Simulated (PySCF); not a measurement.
Species: C6H10NOPS.
Cartesian coordinates in Å at the GFN2-xTB level; atoms count from 1:
```xyz
20
C6H10NOPS angstrom
N     -2.457    0.010    2.485
C     -2.415    0.162    1.353
C     -2.321    0.347   -0.061
P     -0.571    0.179   -0.656
O     -0.453    0.366   -2.105
C     -0.012   -1.470   -0.068
C      1.476   -1.573   -0.355
S      2.440   -0.449    0.702
C      1.869    1.141    0.027
C      0.401    1.383    0.334
H     -2.669    1.345   -0.347
H     -2.919   -0.400   -0.592
H     -0.557   -2.226   -0.643
H     -0.217   -1.605    0.995
H      1.685   -1.321   -1.397
H      1.858   -2.572   -0.141
H      2.505    1.897    0.486
H      2.039    1.131   -1.053
H      0.111    2.387    0.007
H      0.201    1.278    1.400
```

Definitions: NICS(0) = −σiso at the ring centroid; NICS(1) = −σiso and NICS(1)zz = −σzz at ±1 Å along the ring normal z. Level: GIAO PBE0/pcSseg-1 (PySCF, non-relativistic, gas phase) on the GFN2-xTB geometry, one conformer.

Ring bond lengths (Å), with Mayer bond orders in brackets: P4–C6 1.838 (0.91), C6–C7 1.519 (1.01), C7–S8 1.819 (1.01), S8–C9 1.819 (1.01), C9–C10 1.519 (1.01), C10–P4 1.838 (0.91).

Q: What do the NICS probes read (ppm)?

A: 
```json
{"ring": "P4–C6–C7–S8–C9–C10", "type": "6-membered ring with P and S; formal bonds all single", "NICS(0)": "-2.4", "NICS(1), two faces": "-1.7 / -2.2", "NICS(1)zz, two faces": "5.2 / 4.8", "rms pucker (Å)": "0.32", "centre to ring atoms, mean (Å)": "1.63"}
```

Q: What can be read from them?

A: 
- P4–C6–C7–S8–C9–C10: mean NICS(1)zz 5.0 ppm, deshielded. P4, C6, C7, C9, C10 have four or more neighbours, so the value isn't read as a sign of a π ring current.

Q: At the first NICS(1) probe listed for ring P4–C6–C7–S8–C9–C10, 1 Å off the ring, what do the in-plane components average?

A: The isotropic value is a third of the trace: (3 × -1.7 − (5.2))/2 = -5.2 ppm.

Q: What are the shieldings of the ring atoms and their hydrogens in the same run (means over atoms taken as equivalent)?

A: 
| atoms | environment | σ isotropic (ppm) | principal values of the symmetric part, first atom (ppm) |
| --- | --- | --- | --- |
| P4 | phosphoryl phosphorus | 308.7 | 221.7, 229.8, 474.4 |
| C6 (×2) | sp3 carbon bound to phosphorus | 152.3 | 147.4, 149.1, 160.5 |
| C7 (×2) | sp3 carbon bound to sulfur | 155.7 | 143.3, 147.6, 176.1 |
| S8 | sulfide sulfur | 478.2 | 369.3, 476.0, 589.4 |
| H13 (×2) | methylene hydrogen | 29.74 | 24.9, 28.1, 36.2 |
| H14 (×2) | methylene hydrogen | 29.34 | 26.1, 28.6, 33.2 |
| H15 (×2) | methylene hydrogen | 28.23 | 24.2, 27.2, 33.2 |
| H16 (×2) | methylene hydrogen | 28.97 | 22.5, 27.0, 37.5 |

The run took 44 s of wall time on Intel Xeon Gold 6455B, one thread, no GPU, shared host with 64 logical CPUs at a one-minute load of 20, and the process peaked at 0.99 GiB of memory. This is the whole shielding run at PBE0/pcSseg-1, SCF included.
